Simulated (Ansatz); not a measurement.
Consider the formal exchange of groups at a B–O bond: `OBCF` + `[AlH2][GeH3]` → `FC[BH][GeH2][AlH2]` + H₂O.

Calculated with Ansatz (gas phase, PBE0-D4/def2-TZVP geometries, no zero-point term in ΔE). CCSD(T)/CBS is the MP2 limit (def2-TZVPP, def2-QZVPP) plus CCSD(T) − MP2 in def2-TZVPP, frozen cores. This one scheme is used for every species. DFT in def2-TZVPP. For Ge outer-core shells are correlated without core-valence functions, which leaves a few kJ/mol of doubt a bond. Scalar relativity is left out up to krypton. Each species was taken in one conformer, which may not be the lowest.

Problem. Is it downhill or uphill in electronic energy at CCSD(T)/CBS, and by how much? (An estimate is asked.)

Solution. Computed: Uphill: ΔE = +129.7 kJ/mol.

Problem. What do these levels give: PBE-D4, ωB97X-V, CCSD/def2-TZVPP, MP2/def2-QZVPP, HF/CBS(def2), MP2/CBS(def2)? (Best estimate.)

Solution. The calculation gave: PBE-D4 127.4, ωB97X-V 142.3, CCSD/def2-TZVPP 139.8, MP2/def2-QZVPP 131.6, HF/CBS(def2) 163.7, MP2/CBS(def2) 128.4 kJ/mol.

Largest T1 diagnostic among the species: 0.013.

The D4 term adds −6.9 kJ/mol with B3LYP and −4.0 kJ/mol with PBE0; it sums over pairs of atoms, weighted by their polarisabilities, and B3LYP, whose exchange is more repulsive, gets the larger term. From PBE to PBE0 (25 % exact exchange), in def2-TZVPP and without D4, ΔE moves by +3.8 kJ/mol. In def2-TZVPP, CCSD(T) changes the Hartree–Fock value by −26.1 kJ/mol (the triples alone add −2.9 kJ/mol) and MP2 by −27.4 kJ/mol.

B3LYP here is the variant with VWN-RPA as its local correlation; programs differ in this.
